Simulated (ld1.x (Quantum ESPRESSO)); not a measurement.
**Logarithmic derivatives: platinum (Pt), ultrasoft**

Pt (Z = 78), ultrasoft, made with ld1.x (Quantum ESPRESSO) 7.5 (LDA (PZ), scalar-relativistic). Core [Kr] 4d10 4f14, reference 5s2 5p6 5d9 6s1 6p0. Waves: 5s (bound): rcut 1.35, rcutus 1.60 bohr; 6s (bound): rcut 1.35, rcutus 1.60 bohr; 5p (bound): rcut 1.45, rcutus 1.70 bohr; 6p (bound, empty): rcut 1.45, rcutus 1.70 bohr; 5d (bound): rcut 1.35, rcutus 1.60 bohr; 5d channel at 1.25 Ry: rcut 1.35, rcutus 1.60 bohr. Local part: all-electron potential smoothed inside 1.40 bohr (lloc = -1). Core correction: Bessel-smoothed model core inside 1.25 bohr. Augmentation charge: built from norm-conserving waves at rcut, not smoothed further.

The phase is arctan(r·u′/u) with u = r·R(r), unwrapped; energies in Ry, scanned from -10 to 5 Ry. A pole is an energy at which the radial function vanishes at the test radius. The pseudo phase is shifted by a multiple of π to meet the all-electron one at the reference energy, and phase errors are pseudo minus all-electron; the curves can meet again beyond the range given. Levels narrower than the energy grid can be missing from the lists of poles.

Q: For each channel, where are the poles, and over which energies does the pseudopotential scatter like the atom?

A:

```json
{"channel": "s", "radius (bohr)": "1.84", "reference energy (Ry)": "-0.44", "poles, all-electron": "-7.25", "poles, pseudo": "-7.68, -0.67", "unbroken range about the reference energy with phases within 0.05 rad": "not even at the reference energy", "phase error 1 Ry above the reference energy (rad)": "+0.628"}
{"channel": "p", "radius (bohr)": "1.84", "reference energy (Ry)": "-0.07", "poles, all-electron": "-3.48", "poles, pseudo": "-3.92, -1.67", "unbroken range about the reference energy with phases within 0.05 rad": "not even at the reference energy", "phase error 1 Ry above the reference energy (rad)": "+0.141"}
{"channel": "d", "radius (bohr)": "1.84", "reference energy (Ry)": "-0.47", "poles, all-electron": "1.53", "poles, pseudo": "1.09", "unbroken range about the reference energy with phases within 0.05 rad": "not even at the reference energy", "phase error 1 Ry above the reference energy (rad)": "-0.091"}
```

A Bessel basis up to 400 Ry misses an occupied level by 2.54 Ry, so cutoffs and ghosts were not judged. The potential misses its own reference levels by up to 6.0 eV, so it is not fit for use.

Phases in the p channel:

| E (Ry) | all-electron | pseudo |
| --- | --- | --- |
| -10.00 | 1.372 | 4.508 |
| -9.52 | 1.365 | 4.499 |
| -9.04 | 1.355 | 4.489 |
| -8.56 | 1.345 | 4.476 |
| -8.08 | 1.332 | 4.461 |
| -7.60 | 1.317 | 4.442 |
| -7.12 | 1.296 | 4.415 |
| -6.64 | 1.268 | 4.374 |
| -6.16 | 1.226 | 4.304 |
| -5.68 | 1.153 | 4.149 |
| -5.20 | 0.984 | 3.551 |
| -4.72 | 0.299 | 2.063 |
| -4.24 | -1.140 | 1.667 |
| -3.76 | -1.491 | 1.538 |
| -3.28 | -1.608 | 1.466 |
| -2.80 | -1.671 | 1.403 |
| -2.32 | -1.713 | 1.279 |
| -1.84 | -1.748 | -1.397 |
| -1.36 | -1.779 | -1.663 |
| -0.88 | -1.809 | -1.718 |
| -0.40 | -1.842 | -1.751 |
| 0.08 | -1.879 | -1.778 |
| 0.56 | -1.924 | -1.804 |
| 1.04 | -1.979 | -1.830 |
| 1.52 | -2.053 | -1.857 |
| 2.00 | -2.155 | -1.888 |
| 2.48 | -2.307 | -1.923 |
| 2.96 | -2.546 | -1.965 |
| 3.44 | -2.915 | -2.015 |
| 3.92 | -3.382 | -2.077 |
| 4.40 | -3.790 | -2.156 |
| 4.88 | -4.063 | -2.261 |
